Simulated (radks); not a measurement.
Results of a calculation; reference values are marked as such.
Valence configurations of Ba+ (all share [Xe]). Level of theory: Dirac Kohn-Sham, PBE, spin-unpolarised, spherical densities, point nucleus; open shells fill j = l - 1/2 first (a radial shooting solver on a logarithmic mesh with Libxc functionals). Order these by energy: 5d1; 5d0.5 6s0.5; 4f0.5 6s0.5; 4f1; 6s1; 6p1.

Answer. From the lowest, in eV above it: 6s1 0.000; 5d0.5 6s0.5 0.256; 5d1 0.603; 4f0.5 6s0.5 2.206; 6p1 2.442; 4f1 4.723. NIST lists [Xe] 6s1 as the ground configuration; this level of theory agrees among the configurations tried. The energies are those of spherical spin-averaged densities, not of single terms.
